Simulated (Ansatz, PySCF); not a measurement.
This PySCF input computes a BLYP/def2-TZVPD energy:

```python
from pyscf import gto, scf, dft

mol = gto.M(
    atom='''
    B     0.17400691   -0.05076612   -0.13535658
    H    -0.03736132   -0.39695810    1.04607708
    H    -0.83267324    0.65078873   -0.36929415
    ''',
    basis='def2-tzvpd',
    charge=-1,
    spin=0,
    verbose=4,
)

mf = dft.RKS(mol, xc='blyp').density_fit(auxbasis='def2-universal-jkfit')
mf.grids.level = 3
mf.conv_tol = 1e-9
mf.max_cycle = 100
mf.max_memory = 1500
mf.kernel()
if not mf.converged:
    mf = mf.newton()
    mf.kernel(mf.make_rdm1())
mf.analyze()
```

### Question
Write an input for the same energy in Ansatz (a program for electronic structure) and say what it gives.

### Answer

Ansatz 0.2 input:
```yaml
crystal:
  periodic: [false, false, false]
  atoms:
    - {symbol: B, position_ang: [0.17400691, -0.05076612, -0.13535658]}
    - {symbol: H, position_ang: [-0.03736132, -0.39695810, 1.04607708]}
    - {symbol: H, position_ang: [-0.83267324, 0.65078873, -0.36929415]}
basis:
  gaussian:
    orbitals: def2-TZVPD
hamiltonian:
  xc: {name: BLYP}
total_charge: -1
output: {forces: true}
```
It gives -25.92305 Eh, and PySCF -25.92315 Eh, a difference of 0.10 mEh, from the treatment of integrals and grids.
